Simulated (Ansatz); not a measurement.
Mulliken charges of AlBFH₃O, SMILES `O[BH][AlH][F]` from r2SCAN/def2-TZVPP in Ansatz (PBE0-D4/def2-TZVP geometry).

```tsv
atom	x (Å)	y (Å)	z (Å)	charge (e)
O1	-1.643	0.483	-0.074	-0.272
B2	-0.311	0.691	0.066	0.033
Al3	0.986	-1.019	0.010	0.605
F4	1.959	-1.186	-1.323	-0.371
H5	-2.168	1.289	-0.047	0.219
H6	0.070	1.828	0.216	-0.047
H7	1.169	-2.154	1.106	-0.166
```

**Question.** By hand: the dipole of these point charges (1 e Å = 4.8032 D).

**Answer.** Σ q r = (-0.366, 0.269, 0.315) e Å, of length 0.553 e Å = 2.66 D.

**Question.** How does the dipole of the full density compare? (An estimate is asked.)

**Answer.** Computed: (-0.428, 0.417, 0.215) e Å, 3.05 D; the point charges give 0.87 times that, at 17° from its direction.

Point charges leave out the atoms' own dipoles, such as those of lone pairs, and Mulliken's split depends on the basis, so the close match here is no proof of good charges.
